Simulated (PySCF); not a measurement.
## Two-dimensional NMR puzzle

Compound of formula C$_{7}$H$_{6}$O$_{2}$. Correlations simulated from computed shifts and the bond graph:

HSQC (one-bond C–H):
```
  δH    δC
4.56  71.5
3.08  94.3
1.52  17.2
```

COSY cross peaks (H two or three bonds apart, from the bond graph; peaks can be absent where the dihedral angle is near 90°):
```
  δH    δH
4.56  1.52
```

HMBC (two and three bonds, from the bond graph):
```
  δH           δC
4.56  169.0, 17.2
3.08  118.3, 71.2
1.52         71.5
```

Carbons without hydrogens: δ 169.0, 141.9, 118.3, 71.2.

PySCF 2.14.0 with density-fitted response routines calculation with coordinates at the GFN2-xTB level and GIAO PBE0/pcSseg-1 shieldings; in vacuum, one averaged value for each set of equivalent atoms, no relativistic terms, one conformer.

Scale: TMS for ¹H (31.72 ppm), ¹³C (186.93 ppm) (reference shieldings calculated alike).

Exchangeable hydrogens are left out of these lists.

Work out the connectivity.

Results:

`C#Cc1c(OCC)c1=O`.

Atom-mapped SMILES (the numbers label the heavy atoms): `[CH:1]#[C:2][c:3]1[c:4]([O:5][CH2:6][CH3:7])[c:8]1=[O:9]`. Each H is labelled by its parent atom.

1. δC 169.0 is C4, a unsaturated ring carbon.
2. δC 141.9 is C8, a ring carbonyl carbon.
3. δC 118.3 is C3, a unsaturated ring carbon.
4. δC 94.3 is C1, a terminal alkyne carbon (δH 3.08).
5. δC 71.5 is C6, an sp3 CH2 bonded to O (δH 4.56).
6. δC 71.2 is C2, an alkyne carbon.
7. δC 17.2 is C7, a methyl carbon (δH 1.52).
8. HMBC from δH 4.56 reaches the proton-free carbon C4.
9. HMBC from δH 3.08 reaches the proton-free carbons C3, C2.
10. COSY links 4.56–1.52.

The shifts were computed for this structure.

Shifts are as computed. Against solution values, carbons near 30 ppm lie about +3 ppm off and those near 130 ppm about +5 ppm. Of 1211 compounds with measured shifts, 218 miss one by over three times the rms of a fit or turn the order of signals round; such compounds aren't used in these exercises.
